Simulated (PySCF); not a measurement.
Computed IR spectrum (relative IR intensity) of a molecule C₃H₈O₂Si. Geometry: PBE-D3(BJ)/def2-SVP. One conformer was computed; it need not be the lowest. These are PBE-D3(BJ)/def2-SVP run with PySCF values and carry that method's errors. Frequencies are harmonic and unscaled.

Lines under 2 % of the strongest are left out, and lines within 2 cm⁻¹ are merged.

ν (cm⁻¹): 234 (vw), 291 (m), 357 (m), 437 (vw), 627 (m), 750 (w), 789 (vw), 793 (w), 837 (m), 882 (w), 897 (vs), 917 (w), 941 (s), 1190 (vs), 1236 (m), 1416 (vw), 1708 (m), 2199 (m), 2210 (m), 2950 (w), 3014 (w), 3032 (w), 3052 (w), 3095 (vw), 3761 (m) (against the strongest line: vs over 80 %, s over 45 %, m over 15 %, w over 4 %, vw less)

**Question.** Identify the compound among the candidates.
(A) COCC(=O)[SiH3]
(B) C[Si@@H]1OC[C@H]1O
(C) CC(=O)[Si@H](C)O
(D) C/C=C/O[SiH2]O

**Answer.** D, C/C=C/O[SiH2]O
